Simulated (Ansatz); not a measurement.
`[NH2][GeH2][O][SiH](N)F` + H–F → `[NH2][GeH2][F]` + `N[SiH](O)F`  (ligand exchange at a Ge–O bond)

Isolated molecules relaxed with PBE0-D4/def2-TZVP in Ansatz; ΔE leaves out vibrations. CCSD(T)/CBS adds triple-zeta CCSD(T) − MP2 to the extrapolated MP2 energy (def2 sets, frozen cores). This one scheme is used for every species. For Ge outer-core shells are correlated without core-valence functions, which leaves a few kJ/mol of doubt a bond. Scalar relativity is left out up to krypton. One conformer a species, not always the lowest.

```csv
species,MP2/def2-TZVPP energy (Eh)
`[NH2][GeH2][O][SiH](N)F`,-2653.22226
H–F,-100.33585
`[NH2][GeH2][F]`,-2232.43756
`N[SiH](O)F`,-521.12463
```

**Question.** Work out ΔE.

**Answer.** ΔE = (-2232.43756) + (-521.12463) − (-2653.22226) − (-100.33585) = -0.00408 Eh = -10.7 kJ/mol. CCSD(T)/CBS gives -13.0 kJ/mol.

Largest T1 diagnostic among the species: 0.012.

From PBE to PBE0 (25 % exact exchange), in def2-TZVPP and without D4, ΔE moves by +3.9 kJ/mol. The D4 term adds +14.7 kJ/mol with B3LYP and +8.6 kJ/mol with PBE0; it sums over pairs of atoms, weighted by their polarisabilities, and B3LYP, whose exchange is more repulsive, gets the larger term.

B3LYP here is the variant with VWN-RPA as its local correlation; programs differ in this.
